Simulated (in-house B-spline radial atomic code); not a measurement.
Configurations of Ag5+, with energies counted from [Kr] 4d6. Method: non-relativistic r2SCAN, spin-polarised, spherical fractional occupations, point nucleus. Calculated with a radial B-spline atomic code at the basis-set limit. Shells without spins written out take the highest spin.

Occupations are held fixed; configurations that lie above the ionisation limit could autoionise.

```json
{"configuration": "[Kr] 4d(2 up, 4 down)", "E - E(ref) (eV)": "3.7834", "highest orbital": "4d up", "its <r> (bohr)": "1.149"}
{"configuration": "[Kr] 4d(5 up, 0 down) 5p(0 up, 1 down)", "E - E(ref) (eV)": "32.878", "highest orbital": "5p down", "its <r> (bohr)": "2.344"}
{"configuration": "[Kr] 4d(0 up, 5 down) 4f(0 up, 1 down)", "E - E(ref) (eV)": "45.09", "highest orbital": "4f down", "its <r> (bohr)": "1.912"}
{"configuration": "[Ar] 3d10 4s2 4p5 4d6 5f1", "E - E(ref) (eV)": "114.52", "highest orbital": "5f up", "its <r> (bohr)": "3.958"}
{"configuration": "[Ar] 3d9 4s2 4p6 4d6 5p1", "E - E(ref) (eV)": "413.87", "highest orbital": "5p up", "its <r> (bohr)": "2.245"}
{"configuration": "[Ar] 3d(5 up, 4 down) 4s2 4p6 4d(5 up, 1 down) 5d(1 up, 0 down)", "E - E(ref) (eV)": "428.23", "highest orbital": "5d up", "its <r> (bohr)": "2.771"}
{"configuration": "[Ar] 3d9 4s2 4p6 4d6 5f1", "E - E(ref) (eV)": "442.2", "highest orbital": "5f up", "its <r> (bohr)": "3.908"}
```

Task: Order these further configurations by energy, lowest first.
A. [Ar] 3d10 4s2 4p5 4d6 5s1
B. [Kr] 4d5 5s1
C. [Kr] 4d5 5d1
D. [Ar] 3d9 4s2 4p6 4d6 5s1
E. [Kr] 4d(3 up, 2 down) 5s(0 up, 1 down)

Result: B (21.6 eV), E (30.972 eV), C (45.457 eV), A (76.801 eV), D (404.22 eV).

Task: How far above the reference does [Ar] 3d9 4s2 4p6 4d6 4f1 lie?

Result: 427.83 eV; its least bound orbital is 4f up with <r> = 1.842 bohr.

Task: How far above the reference does [Ar] 3d10 4s2 4p5 4d6 5d1 lie?

Result: 100.74 eV; its least bound orbital is 5d up with <r> = 2.804 bohr.
